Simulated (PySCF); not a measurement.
Diatomic cations of In with the alkali metals

CCSD(T) with double-zeta basis sets in PySCF, for the lowest determinant that a PBE0 search found; no spin–orbit coupling. De refers to high-spin ground-configuration atoms (the charge goes to the atom of lower measured ionisation energy or higher electron affinity, which is not always the lowest computed limit).

```
 M               basis  reference, frozen orbitals  charged atom  state (unpaired electrons)  Re (Å)  ωe (cm⁻¹)  De (eV)
Li  cc-pVDZ/cc-pVDZ-PP                      UHF, 4           Li+               doublet (σ ↑)   3.201        206     1.29
Na           def2-SVPD                      UHF, 5           Na+               doublet (σ ↑)   3.584        100     0.88
 K          x2c-SVPall                     UHF, 23            K+               doublet (σ ↑)   4.123       69.2     0.59
Rb            def2-SVP                      UHF, 4           Rb+               doublet (σ ↑)   4.206       48.0     0.45
Cs            def2-SVP                      UHF, 4           Cs+               doublet (σ ↑)   4.475       40.1     0.38
```

The shortest bond is that of LiIn⁺ (3.201 Å), the longest that of CsIn⁺ (4.475 Å).

The rows differ in basis set, which adds steps of its own.

Down a group the atoms grow and get heavier, so bonds lengthen and wavenumbers fall; this series shows no clear exception.

Correlated steps freeze the inner cores (4 to 23 orbitals); shallow outer-core shells are correlated. Weak bonds: CsIn⁺, RbIn⁺. Basis-set superposition, not corrected here, can be much of De in a small basis, most of all at correlated wavefunction levels. Spin–orbit coupling is left out, which matters for elements this heavy, above all for dissociation energies. For an ion De counts to the pair picked by the measured ionisation energies or electron affinities, which need not be the lowest pair at this level. States were picked by a PBE0 search and need not be the measured ground states.
